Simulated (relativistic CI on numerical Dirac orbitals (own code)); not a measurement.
## Cr3+ (3d3) in a crystal field

Calculated by Dirac-Coulomb-Breit CI, separate exchange-only KLI orbitals for each configuration, a model potential for QED, valence Slater integrals scaled by 0.65, one configuration in a parametric crystal field (own radial code).

Field parameters in Wybourne normalisation: D3d B²₀ = −7Dσ, B⁴₀ = −14Dq − 21Dτ, B⁴₃ = −14√(10/7) Dq; Oh B⁴₀ = 21Dq, B⁴₄ = √(5/14) B⁴₀; Td as Oh with Dq negative (B⁴₀ = 21Dq, B⁴₄ = √(5/14) B⁴₀). The field is a parameter set, without covalency.

S is read from ⟨S²⟩ = S(S + 1).

Powder χT (cm³ K mol⁻¹) by Van Vleck's formula, with temperature-independent terms:

```
                                       Field    2 K    5 K   10 K   20 K   50 K  100 K  200 K  300 K
D3d, 10Dq = 22450, Dσ = 1020, Dτ = -330 cm⁻¹   1.68   1.79   1.81   1.82   1.83   1.83   1.84   1.85
                       Oh, 10Dq = 18050 cm⁻¹   1.81   1.81   1.81   1.81   1.82   1.82   1.83   1.84
                       Oh, 10Dq = 20800 cm⁻¹   1.82   1.82   1.82   1.82   1.82   1.83   1.84   1.85
                       Oh, 10Dq = 25300 cm⁻¹   1.83   1.83   1.83   1.83   1.83   1.84   1.85   1.85
                       Oh, 10Dq = 28800 cm⁻¹   1.84   1.84   1.84   1.84   1.84   1.84   1.85   1.86
                       Td, 10Dq = -3100 cm⁻¹  0.213  0.232  0.264  0.325  0.471  0.681   1.06   1.37
                       Td, 10Dq = -5000 cm⁻¹  0.249  0.273  0.314  0.383  0.531  0.739   1.12   1.41
                       Td, 10Dq = -6350 cm⁻¹  0.268  0.295  0.338   0.41  0.558  0.765   1.14   1.43
```

Question: For Oh, 10Dq = 20800 cm⁻¹: what effective moment follows at 300 K?

Answer: μ_eff = √(8χT) = 3.85 μB. The ground level has S = 1.50; the spin-only moment for S = 3/2 is 3.88 μB. The difference comes from the orbital moment, spin-orbit mixing of terms and temperature-independent paramagnetism, all larger in this ionic model than in covalent complexes.
